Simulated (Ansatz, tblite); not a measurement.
Isomers of Mg$_{3}$N$_{2}$⁺ (doublet), found by a short tight-binding search and relaxed with PBE-D4/def2-SVP in Ansatz.

The xTB rows come from tblite.

Run but left out: HF/def2-SVP, MP2/def2-SVP, CCSD/def2-SVP, CCSD(T)/def2-SVP (flagged by the program: large difference); HF/def2-TZVP (A: ⟨S²⟩ 1.80, where a pure state has 0.75); r2SCAN-D4/def2-TZVP, PBE0-D4/def2-TZVP (B: ⟨S²⟩ 1.05 to 1.07, where a pure state has 0.75).

A further structure is left out (at the level of its geometry, ⟨S²⟩ 1.25, where a pure state has 0.75); at PBE0-D4/def2-TZVP its energy lies 1.65 eV above the lowest shown.

Other spin states were run for one of them alone.

A:

```xyz
5

Mg   -0.1554    0.0799    1.5591
Mg    0.1176   -1.3960   -0.7060
Mg    0.0378    1.3161   -0.8530
N    -1.3534   -0.0470   -0.1322
N     1.3534    0.0470    0.1321
```

B:

```xyz
5

Mg   -1.7189    1.4682    0.4615
Mg    2.0280   -0.3006   -1.6551
Mg   -1.0198   -1.0645    1.7749
N     0.2114    0.4702   -0.5610
N     0.4993   -0.5733   -0.0203
```

Q: Estimate their order by electronic energy at revPBE-D4/def2-TZVP, counted from the lowest.

A: B (0.0) < A (174.6), in kJ/mol.

Q: Do the other levels pick the same lowest one?

A: All that were run do. Energies above each level's lowest (kJ/mol):

```json
{"level": "GFN1-xTB", "A": "576.1", "B": "0.0"}
{"level": "GFN2-xTB", "A": "404.5", "B": "0.0"}
{"level": "PBE-D4/def2-TZVP", "A": "172.5", "B": "0.0"}
{"level": "revPBE-D4/def2-TZVP", "A": "174.6", "B": "0.0"}
```
Point groups (tolerance 0.1 Å): A D3h, B C2v. Lower isomers may exist.
